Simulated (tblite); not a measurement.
C₇H₉S (doublet state).
Cartesian coordinates in Å at the GFN2-xTB level; atoms count from 1:
```xyz
17
C7H9S angstrom
C      3.3362    0.3381    0.5034
C      2.0634    0.0576    0.1302
C      1.5366   -0.1137   -1.1694
C      0.1812   -0.3931   -1.1837
C     -0.3987   -0.4579    0.0659
C     -1.8332   -0.6773    0.3923
C     -2.5958    0.6518    0.4344
S      0.7636   -0.1522    1.3147
H      4.1048    0.4624   -0.2377
H      3.6108    0.4419    1.5362
H      2.1546   -0.0307   -2.0447
H     -0.3871   -0.5561   -2.0839
H     -2.2791   -1.3257   -0.3664
H     -1.9191   -1.1693    1.3635
H     -3.6434    0.4776    0.6674
H     -2.5298    1.1556   -0.5273
H     -2.1720    1.3030    1.1953
```

Computed with GFN2-xTB (tblite): harmonic, unscaled wavenumbers at the GFN2-xTB geometry, gas phase. Against measured fundamentals such values can be off by several per cent, at times by over 20. One conformer, not necessarily the lowest. Open shells enter through the occupations alone, without spin polarisation, and single modes of such species can be off by tens of per cent.

Harmonic wavenumbers (cm⁻¹): 31.2, 92.9, 191.7, 195.2, 272.7, 341.4, 350.3, 454.8, 503.3, 530.2, 569.7, 654.8, 679.2, 714.4, 746.3, 757.6, 823.2, 848.3, 944.6, 983.1, 1044.8, 1069.4, 1075.8, 1171.0, 1177.6, 1236.2, 1262.1, 1312.3, 1377.3, 1403.8, 1411.5, 1461.7, 1472.0, 1494.8, 1501.6, 1534.4, 2964.9, 2978.4, 3036.7, 3037.4, 3041.0, 3110.9, 3121.6, 3135.7, 3161.1.

A = 4010, B = 1182, C = 993.4 MHz; mass 125.042 u (most abundant isotopes); point group C1, symmetry number 1; spin multiplicity 2.

**Question.** What is the zero-point energy?

**Answer.** ½Σν̃ = 29639 cm⁻¹ = 354.56 kJ/mol.

**Question.** What is S at 273.15 K and 1 bar for an ideal gas of classical rigid rotors and harmonic oscillators?

**Answer.** Translation 167.26, rotation 118.63, vibration 86.27, spin (R ln 2) 5.76: S = 377.9 J/(mol K).

**Question.** And Cp and H(273.15 K) − H(0)?

**Answer.** Cp = 132.14 J/(mol K), of which vibrations give 98.88 (their classical limit is 45 R = 374.2); H(273.15 K) − H(0) = 21.70 kJ/mol without the zero-point energy, 12.61 from vibrations.

**Question.** Which modes carry the vibrational entropy at 273.15 K?

**Answer.** 31.2 cm⁻¹: 23.34; 92.9 cm⁻¹: 14.34; 191.7 cm⁻¹: 8.58; 195.2 cm⁻¹: 8.44; 272.7 cm⁻¹: 5.98; 341.4 cm⁻¹: 4.47 J/(mol K); the other 39 give 21.12 together.

**Question.** What must be added to the electronic energy to get the Gibbs energy at 273.15 K and 1 bar?

**Answer.** ZPE + [H(273.15 K) − H(0)] − T·S = 354.56 + 21.70 − 103.23 = 273.03 kJ/mol.

**Question.** Blend soft modes into free rotors: weight 1/[1 + (100 cm⁻¹/ν̃)⁴] for the oscillator and the rest for a rotor with moment μB/(μ + B), μ = h/(8π²ν), B = 10⁻⁴⁴ kg m². What vibrational entropy results?

**Answer.** 78.13 J/(mol K) in place of 86.27, which changes −T·S at 273.15 K by +2.22 kJ/mol.

**Question.** How do the functions run with temperature in this model?

**Answer.** 
```
T (K)  S (J/(mol K))  Cp (J/(mol K))  H − H(0) (kJ/mol)  G − H(0) (kJ/mol)  ln q(vib)
  100          285.6            64.6               4.83             -23.73       1.49
  200          341.6           102.3              13.13             -55.20       3.37
  300          390.8           143.1              25.39             -91.85       5.37
  500          481.3           213.5              61.44            -179.23       9.62
  800          597.4           279.3             136.29            -341.63      15.99
 1000          662.9           307.4             195.11            -467.80      20.00
```

q(vib) and H(0) count from the zero-point level.

Hindered rotation and anharmonicity are outside this model. Other conformers, if any are populated, would add a mixing term that is left out. The structure is chiral; the term R ln 2 for an equal mix with its mirror image is left out.
